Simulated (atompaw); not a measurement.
**antimony (Sb): from the effect back to the setting (PAW (atompaw))**

Base potential:

atompaw 4.2.0.5 input, output lines left out:

```
Sb 51
GGA-PBESOL scalarrelativistic loggrid 1500 logderivrange -6 5 276
5 5 4 0 0 0
5 1 1
0 0 0
c
c
c
c
v
c
c
c
v
c
v
2
2.35 2.20 1.90 1.65
y
1.1
n
y
-0.8
n
y
-0.75
n
custom polynom vanderbiltortho sinc
3 0 troulliermartins
1.90
1.90
2.35
2.35
2.35
1.45
```

Cutoffs, loose and tight: the cutoffs (Ry, on a coarse ladder) from which the occupation-weighted sum of valence levels, in a spherical-Bessel basis at the reference potential, stays within 10 and 1 mRy of its value at 400 Ry. They see the waves, projectors and local potential, not the compensation charge or the core.

Only the scale of all radii (base = 1) is moved (3 further runs of the sweep failed or gave no value and are left out):

```
scale of all radii (base = 1)  cutoff, loose  cutoff, tight  bound ghosts
                         0.75          50 Ry          90 Ry          s, p
                         0.82          40 Ry          70 Ry          s, p
                         0.96          35 Ry          50 Ry       s, p, d
                         1.03          18 Ry          35 Ry       s, p, d
                         1.08          18 Ry          30 Ry          s, p
```

Problem. One more run gave cutoff, loose: 40 Ry; cutoff, tight: 60 Ry; bound ghosts: s, p. Which value of the scale of all radii (base = 1) was used?

Solution. 0.88. The tight cutoff moves one way along this sweep, from 90 Ry at 0.75 to 30 Ry at 1.08, which places the run between 0.82 and 0.96.
